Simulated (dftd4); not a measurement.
trans-ethylamine (C2H7N), singlet, at a GFN2-xTB geometry; D4 for b3lyp (dftd4).

Input for dftd4:
```
$ dftd4 mol.xyz --func b3lyp --charge 0 --json dftd4.json --noedisp --property

# file mol.xyz
10

C      1.21347580    -0.33489211    -0.00053948
C     -0.01511352     0.57959694    -0.00065065
N     -1.29044637    -0.11469946     0.00111158
H      2.12582993     0.25587901    -0.00190763
H      1.21478843    -0.97056086     0.88382899
H      1.21344556    -0.97257980    -0.88345425
H      0.00625613     1.22117055    -0.88594093
H      0.00760037     1.22319154     0.88313798
H     -1.36186295    -0.71028181     0.82013011
H     -1.36310650    -0.71215141    -0.81643455
```

Output, abridged:

```
                    ____  _____ _____     ____  _  _
      -------------|  _ \|  ___|_   _|---|  _ \| || |------------
     |             | | | | |_    | | ___ | | | | || |_           |
     |             | |_| |  _|   | ||___|| |_| |__   _|          |
     |             |____/|_|     |_|     |____/   |_|            |
     |             ===================================           |
     |            E. Caldeweyher, S. Ehlert & S. Grimme          |
     |          Mulliken Center for Theoretical Chemistry        |
     |                    University of Bonn                     |
      -----------------------------------------------------------

Rational (Becke-Johnson) damping: b3lyp-D4-ATM
---------------------
  s6         1.0000
  s8         2.0293
  s9         1.0000
  a1         0.4087
  a2         4.5381
 alp        16.0000
--------------------

Atomic data, radii in Ångström:
------------------------------------------------------
   Z          R(cov)      r4/r2   hardness         EN
------------------------------------------------------
   6 C        1.0000     1.6431     0.4220     2.5500
   7 N        0.9467     1.4350     0.5044     3.0400
   1 H        0.4267     1.0622     0.4726     2.2000
------------------------------------------------------

Atomic reference systems (in atomic units):
----------------------------------------------------------------------------
   Z        #      CN     q+Z       C6(AA)   #      CN     q+Z       C6(AA)
----------------------------------------------------------------------------
   6 C      1  0.0000  6.0000      49.3833   2  0.9189  5.8288      52.1688
            3  1.9079  5.8579      35.6972   4  2.8312  5.7775      35.8445
            5  3.7487  5.7435      28.6317   6  2.9183  5.8956      32.2504
            7  0.8556  6.2103      25.6194
   7 N      1  0.0000  7.0000      25.3714   2  0.8583  6.6470      32.5496
            3  1.8399  6.6987      28.5877   4  2.5804  6.1757      42.3910
            5  0.9809  7.0000      18.1534
   1 H      1  0.0000  1.0000       7.6362   2  0.8942  1.0000       3.0374
----------------------------------------------------------------------------

Atomic properties (in atomic units):
----------------------------------------------------------------------------
     #    Z              CN          q      C6(AA)        C8(AA)   alpha(0)
----------------------------------------------------------------------------
     1    6 C        3.7496    -0.2450     28.5048      824.4080     7.7056
     2    6 C        3.7300    -0.0524     24.1692      699.0145     7.1010
     3    7 N        2.6280    -0.6618     36.3100      801.0286     9.0213
     4    1 H        0.9249     0.0851      1.9267       23.2909     2.1707
     5    1 H        0.9246     0.0928      1.8520       22.3876     2.1282
     6    1 H        0.9246     0.0928      1.8520       22.3876     2.1282
     7    1 H        0.9241     0.1038      1.7510       21.1671     2.0694
     8    1 H        0.9241     0.1038      1.7510       21.1671     2.0694
     9    1 H        0.8599     0.2404      0.9214       11.1376     1.5036
    10    1 H        0.8599     0.2404      0.9214       11.1376     1.5036
----------------------------------------------------------------------------

Molecular properties (in atomic units):
----------------------------------------
 molecular C6                 621.4109
 molecular C8               12883.2944
----------------------------------------

Dispersion energy:      -7.1416106902659E-03 Eh

[Info] JSON dump of results written to 'dftd4.json'
```
